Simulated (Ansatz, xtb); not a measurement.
## C5H6N2: which of two isomers lies lower

Structure X: `CC(C)(C#N)C#N`, a singlet. Structure Y: `C[C@@H](C#N)CC#N`, a singlet. Both are isolated molecules in the gas phase, relaxed with PBE-D3(BJ)/def2-SVP, each in the lowest conformer that the search found.

X (Å):

```yaml
atoms:
  - { symbol: C, position_ang: [-1.3766, -0.7389, 0.2224] }
  - { symbol: C, position_ang: [-0.0938, -1.3464, -0.4063] }
  - { symbol: C, position_ang: [-0.2223, -1.4487, -1.9500] }
  - { symbol: C, position_ang: [0.1351, -2.6965, 0.1565] }
  - { symbol: C, position_ang: [1.0685, -0.4943, -0.0671] }
  - { symbol: N, position_ang: [0.2718, -3.7780, 0.5826] }
  - { symbol: N, position_ang: [1.9652, 0.2171, 0.1770] }
  - { symbol: H, position_ang: [-2.2453, -1.3794, -0.0234] }
  - { symbol: H, position_ang: [-1.2846, -0.6660, 1.3220] }
  - { symbol: H, position_ang: [-1.5449, 0.2737, -0.1916] }
  - { symbol: H, position_ang: [-0.3854, -0.4389, -2.3730] }
  - { symbol: H, position_ang: [0.6916, -1.8816, -2.3975] }
  - { symbol: H, position_ang: [-1.0862, -2.0919, -2.2052] }
```

Y (Å):

```xyz
13

C    -0.8949   -0.1703    0.4831
C     0.2609   -0.6484   -0.4131
C     0.9121   -1.8414    0.1433
C    -0.1952   -0.9496   -1.8709
C    -0.7617    0.2279   -2.5257
N     1.4136   -2.8011    0.5893
N    -1.2124    1.1856   -3.0265
H    -1.6793   -0.9488    0.5625
H    -1.3479    0.7447    0.0542
H    -0.5321    0.0609    1.5024
H     1.0355    0.1484   -0.4588
H     0.6611   -1.3185   -2.4725
H    -0.9554   -1.7596   -1.8651
```

Estimate E(Y) − E(X) at the level CCSD(T)/def2-SVP + ΔMP2/def2-TZVPP.

Calculated at CCSD(T)/def2-SVP + ΔMP2/def2-TZVPP: E(Y) − E(X) = −0.146 eV, so structure Y lies lower.

Level by level:

```json
{"level": "GFN2-xTB", "geometry": "GFN2-xTB", "E(Y) − E(X) (eV)": "−0.067", "departure from the last row (eV)": "+0.078", "job, with rough time for the two": "optimisation, 0.12 s"}
{"level": "HF/STO-3G", "geometry": "GFN2-xTB", "E(Y) − E(X) (eV)": "−0.136", "departure from the last row (eV)": "+0.010", "job, with rough time for the two": "single point, 0.38 s"}
{"level": "r2SCAN-D4/def2-SVP", "geometry": "GFN2-xTB", "E(Y) − E(X) (eV)": "−0.213", "departure from the last row (eV)": "−0.068", "job, with rough time for the two": "single point, 4.5 s"}
{"level": "PBE-D3(BJ)/def2-SVP", "geometry": "PBE-D3(BJ)/def2-SVP", "E(Y) − E(X) (eV)": "−0.221", "departure from the last row (eV)": "−0.075", "job, with rough time for the two": "optimisation, 19 s"}
{"level": "HF/def2-SVP", "geometry": "PBE-D3(BJ)/def2-SVP", "E(Y) − E(X) (eV)": "−0.225", "departure from the last row (eV)": "−0.079", "job, with rough time for the two": "part of the CCSD(T) run"}
{"level": "MP2/def2-SVP", "geometry": "PBE-D3(BJ)/def2-SVP", "E(Y) − E(X) (eV)": "−0.091", "departure from the last row (eV)": "+0.055", "job, with rough time for the two": "part of the CCSD(T) run"}
{"level": "CCSD(T)/def2-SVP", "geometry": "PBE-D3(BJ)/def2-SVP", "E(Y) − E(X) (eV)": "−0.107", "departure from the last row (eV)": "+0.039", "job, with rough time for the two": "single point"}
{"level": "CCSD(T)/def2-SVP + ΔMP2/def2-TZVPP", "geometry": "PBE-D3(BJ)/def2-SVP", "E(Y) − E(X) (eV)": "−0.146", "departure from the last row (eV)": "", "job, with rough time for the two": "single point, 77 s"}
```

As drawn, both hold the same kinds of bond in the same numbers. Structure X has 2 methyl groups, Y 1.

The levels shown agree on the order. The largest departure from CCSD(T)/def2-SVP + ΔMP2/def2-TZVPP is that of HF/def2-SVP, 0.079 eV. The last row adds to CCSD(T) the change of the MP2 difference between the two basis sets, here −0.039 eV.

With thermal terms from frequencies at re-optimised GFN2-xTB minima (ideal gas, soft modes damped towards free rotors, one conformer each, 298.15 K, 1 atm): on the last row, ΔE + ΔZPE = −0.134, ΔH = −0.143, ΔG = −0.155 eV.

The correlated steps freeze 7 core orbitals. Mirror images aren't counted in ΔG. Run with Ansatz 0.2.0, xtb 6.7.1; the last row on 2 threads of Arm Neoverse V2 on a shared host.
